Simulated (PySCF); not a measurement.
selenium atom (Se), triplet. Base run: PySCF with M062X/aug-cc-pVDZ.

Here is a job for PySCF.
```python
from pyscf import gto, scf, dft

mol = gto.Mole()
mol.atom = '''
    Se    0.00000000    0.00000000    0.00000000
'''
mol.basis = 'aug-cc-pvdz'
mol.spin = 2
mol.verbose = 4
mol.build()

mf = dft.UKS(mol)
mf.xc = 'm062x'
mf.kernel()
```

Variants of this job, named by their change:

| change | ΔE vs base (µEh) | SCF cycles | <S^2> |
|---|---|---|---|
| base | 0.0 | 7 | 2.005 |
| diis_space = 2 | 0.0 | 9 | 2.005 |
| init_guess = mod_huckel | 0.0 | 7 | 2.005 |
| solver = newton | 0.0 | - | 2.005 |
| level_shift = 0.3 (with mf.max_cycle = 100) | 0.0 | 12 | 2.005 |
| solver = newton; init_guess = 1e | 0.0 | - | 2.005 |
| damp = 0.5; diis_start_cycle = 5 | 0.0 | 10 | 2.005 |
| DIIS = ADIIS | 0.0 | 10 | 2.005 |
| conv_tol = 1e-11 | 0.0 | 8 | 2.005 |
| diis = off; damp = 0.6 (with mf.diis_start_cycle = 200; with mf.max_cycle = 150) | 0.0 | 24 | 2.005 |
| level_shift = 1.0 (with mf.max_cycle = 100) | 0.0 | 23 | 2.005 |
| conv_tol = 1e-12 | 0.0 | 9 | 2.005 |
| init_guess = sap | 0.0 | 7 | 2.005 |

Open shells are given as the SCF converged; they aren't shown to be the lowest states, and a large step between rows can be another state.
